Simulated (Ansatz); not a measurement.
Species, as SMILES: [AlH] (AlH) (closed-shell singlet).
Atoms: Al1, H2. Bonds: Al1-H2.

Basis-set convergence of the optimised Al1-H2 bond length at HF with Ansatz (a quantum-chemistry and plane-wave program). Cartesian d functions, on some or all atoms, in 6-31G*, 6-31+G*, 6-311G**, 6-311+G**; all else is spherical. The program fits the integrals of some runs and decomposes those of others, by size. A restricted Hartree-Fock determinant is unstable towards unrestricted orbitals. No added dispersion term, no relativity. Reference: the value in aug-cc-pV(5+d)Z, 1.6453 Å, itself unsure by roughly 0.0005 Å (its mean distance from pcseg-4, aug-pcseg-3, aug-cc-pV(Q+d)Z). Deviations are taken from unrounded values.

```json
[
 {"basis": "6-31G*", "functions": "21", "optimised Al1-H2 bond length (Å)": "1.6522"},
 {"basis": "6-31+G*", "functions": "25", "optimised Al1-H2 bond length (Å)": "1.6514"},
 {"basis": "def2-SVP", "functions": "23", "optimised Al1-H2 bond length (Å)": "1.6458"},
 {"basis": "def2-SVPD", "functions": "32", "optimised Al1-H2 bond length (Å)": "1.6487"},
 {"basis": "pcseg-1", "functions": "23", "optimised Al1-H2 bond length (Å)": "1.6479"},
 {"basis": "aug-pcseg-1", "functions": "36", "optimised Al1-H2 bond length (Å)": "1.6503"},
 {"basis": "cc-pV(D+d)Z", "functions": "28", "optimised Al1-H2 bond length (Å)": "1.6511"},
 {"basis": "aug-cc-pV(D+d)Z", "functions": "41", "optimised Al1-H2 bond length (Å)": "1.6507"},
 {"basis": "6-311G**", "functions": "33", "optimised Al1-H2 bond length (Å)": "1.6482"},
 {"basis": "6-311+G**", "functions": "37", "optimised Al1-H2 bond length (Å)": "1.6479"},
 {"basis": "def2-TZVP", "functions": "43", "optimised Al1-H2 bond length (Å)": "1.6472"},
 {"basis": "def2-TZVPD", "functions": "52", "optimised Al1-H2 bond length (Å)": "1.6474"},
 {"basis": "pcseg-2", "functions": "48", "optimised Al1-H2 bond length (Å)": "1.6442"},
 {"basis": "aug-pcseg-2", "functions": "73", "optimised Al1-H2 bond length (Å)": "1.6445"},
 {"basis": "cc-pV(T+d)Z", "functions": "53", "optimised Al1-H2 bond length (Å)": "1.6482"},
 {"basis": "aug-cc-pV(T+d)Z", "functions": "78", "optimised Al1-H2 bond length (Å)": "1.6480"},
 {"basis": "def2-TZVPP", "functions": "56", "optimised Al1-H2 bond length (Å)": "1.6471"},
 {"basis": "def2-TZVPPD", "functions": "65", "optimised Al1-H2 bond length (Å)": "1.6472"},
 {"basis": "cc-pV(Q+d)Z", "functions": "94", "optimised Al1-H2 bond length (Å)": "1.6457"},
 {"basis": "aug-cc-pV(Q+d)Z", "functions": "135", "optimised Al1-H2 bond length (Å)": "1.6456"},
 {"basis": "pcseg-3", "functions": "97", "optimised Al1-H2 bond length (Å)": "1.6461"},
 {"basis": "aug-pcseg-3", "functions": "138", "optimised Al1-H2 bond length (Å)": "1.6460"},
 {"basis": "def2-QZVPP", "functions": "100", "optimised Al1-H2 bond length (Å)": "1.6456"},
 {"basis": "def2-QZVPPD", "functions": "109", "optimised Al1-H2 bond length (Å)": "1.6456"},
 {"basis": "cc-pV(5+d)Z", "functions": "155", "optimised Al1-H2 bond length (Å)": "1.6453"},
 {"basis": "aug-cc-pV(5+d)Z", "functions": "216", "optimised Al1-H2 bond length (Å)": "1.6453"}
]
```

What the diffuse functions change, pair by pair:
- 6-31G* to 6-31+G*: 4 more functions, deviation 0.0070 to 0.0061 Å
- def2-SVP to def2-SVPD: 9 more functions, deviation 0.0005 to 0.0035 Å
- pcseg-1 to aug-pcseg-1: 13 more functions, deviation 0.0026 to 0.0050 Å
- cc-pV(D+d)Z to aug-cc-pV(D+d)Z: 13 more functions, deviation 0.0058 to 0.0054 Å
- 6-311G** to 6-311+G**: 4 more functions, deviation 0.0029 to 0.0026 Å
- def2-TZVP to def2-TZVPD: 9 more functions, deviation 0.0019 to 0.0021 Å
- pcseg-2 to aug-pcseg-2: 25 more functions, deviation -0.0011 to -0.0008 Å
- cc-pV(T+d)Z to aug-cc-pV(T+d)Z: 25 more functions, deviation 0.0029 to 0.0027 Å
- def2-TZVPP to def2-TZVPPD: 9 more functions, deviation 0.0019 to 0.0019 Å
- cc-pV(Q+d)Z to aug-cc-pV(Q+d)Z: 41 more functions, deviation 0.0004 to 0.0004 Å
- pcseg-3 to aug-pcseg-3: 41 more functions, deviation 0.0009 to 0.0007 Å
- def2-QZVPP to def2-QZVPPD: 9 more functions, deviation 0.0003 to 0.0003 Å
- cc-pV(5+d)Z to aug-cc-pV(5+d)Z: 61 more functions, deviation 0.0001 to 0.0000 Å

Leaving out the reference's own pair, they bring the value nearer the reference by more than 0.0005 Å in 1 of 12 pairs.
